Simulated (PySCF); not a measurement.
hexamethyldisilane (C₆H₁₈Si₂), singlet, geometry from GFN2-xTB. Base run: WB97X/STO-3G run with PySCF.

Here is a job for PySCF.
```python
from pyscf import gto, scf, dft

mol = gto.Mole()
mol.atom = '''
    C    -1.85250354   -0.75341260   -1.64491509
    Si   -1.15751455   -0.19252911    0.04867828
    C    -2.11542853    1.38464731    0.55933844
    C    -1.59427803   -1.55639574    1.31949060
    Si    1.15751455    0.19252911   -0.04867828
    C     1.85250354    0.75341260    1.64491509
    C     1.59427803    1.55639574   -1.31949060
    C     2.11542853   -1.38464731   -0.55933844
    H    -1.38122298   -1.67339640   -1.97770833
    H    -1.67730056   -0.00252223   -2.40956825
    H    -2.92336754   -0.93233716   -1.60300705
    H    -3.18676964    1.20960247    0.60524631
    H    -1.80050263    1.73611210    1.53735739
    H    -1.94720648    2.19230528   -0.14678963
    H    -2.66467346   -1.73677739    1.36677783
    H    -1.11614133   -2.49769952    1.06540523
    H    -1.26551507   -1.28301853    2.31769233
    H     2.92336754    0.93233716    1.60300705
    H     1.38122298    1.67339640    1.97770833
    H     1.67730056    0.00252223    2.40956825
    H     1.26551507    1.28301853   -2.31769233
    H     1.11614133    2.49769952   -1.06540523
    H     2.66467346    1.73677739   -1.36677783
    H     1.80050263   -1.73611210   -1.53735739
    H     1.94720648   -2.19230528    0.14678963
    H     3.18676964   -1.20960247   -0.60524631
'''
mol.basis = 'sto-3g'
mol.verbose = 4
mol.build()

mf = dft.RKS(mol)
mf.xc = 'wb97x'
mf.kernel()
mf.analyze()
```

The base run was repeated with changes; each row names its change, and settings that it needs were set with it.

| change | ΔE vs base (mEh) | grid points | electrons on the grid |
|---|---|---|---|
| base | 0.000 | 299616 | 81.99998 |
| grids.prune = dft.gen_grid.sg1_prune | -0.172 | 128344 | 81.99992 |
| grids.level = 1 | -0.061 | 88400 | 81.99983 |
| grids.becke_scheme = stratmann | -0.001 | 299616 | 81.99999 |
| grids.prune = dft.gen_grid.treutler_prune | -0.285 | 259440 | 82.00001 |
| grids.atom_grid = (50, 194) | -0.078 | 172040 | 81.99991 |
| grids.radi_method = mura_knowles | 0.020 | 285624 | 81.99998 |
| grids.level = 0 | -38.483 | 20928 | 82.00733 |
| grids.atom_grid = (30, 110) | 7.657 | 64104 | 81.99906 |
| grids.radi_method = delley | 0.010 | 323040 | 81.99998 |
| small_rho_cutoff = 0 | 0.000 | 299616 | 81.99998 |
